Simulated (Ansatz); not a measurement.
Isolated molecules relaxed with PBE0-D4/def2-TZVP in Ansatz; ΔE leaves out vibrations. CBS: MP2 limit from def2 TZ/QZ plus the TZ coupled-cluster correction, frozen cores. DFT in def2-TZVPP. Open shells (•) are unrestricted, without spin–orbit coupling. For Ga outer-core shells are correlated without core-valence functions, which leaves a few kJ/mol of doubt a bond. Scalar relativity is left out up to krypton. Each species was taken in one conformer, which may not be the lowest.

Consider the homolysis of the Al–Ga bond: `[NH2][AlH][GaH2]` → `[NH2][AlH]`• + `[GaH2]`•.

```
             level  ΔE (kJ/mol)  difference from CCSD(T)/CBS
            PBE-D4        264.9                        -25.9
         revPBE-D4        252.4                        -38.4
           BLYP-D4        255.8                        -35.0
           ωB97M-V        280.1                        -10.7
            B2PLYP        265.0                        -25.8
          PBE-QIDH        272.0                        -18.8
              BLYP        246.5                        -44.3
              PBE0        262.4                        -28.4
  CCSD(T)/def2-SVP        263.3                        -27.5
     HF/def2-TZVPP        188.1                       -102.7
SCS-MP2/def2-TZVPP        275.7                        -15.1
   CCSD/def2-TZVPP        272.3                        -18.5
CCSD(T)/def2-TZVPP        277.2                        -13.6
    MP2/def2-QZVPP        280.4                        -10.4
SCS-MP2/def2-QZVPP        283.4                         -7.4
    CCSD/CBS(def2)        286.0                         -4.8
       CCSD(T)/CBS        290.8                            0
```

Largest T1 diagnostic among the species: 0.015.

From BLYP to BHLYP (50 % exact exchange), in def2-TZVPP and without D4, ΔE moves by +11.7 kJ/mol. The D4 term adds +7.9 kJ/mol with B3LYP and +4.5 kJ/mol with PBE0; it sums over pairs of atoms, weighted by their polarisabilities, and B3LYP, whose exchange is more repulsive, gets the larger term.

B3LYP here is the variant with VWN-RPA as its local correlation; programs differ in this.
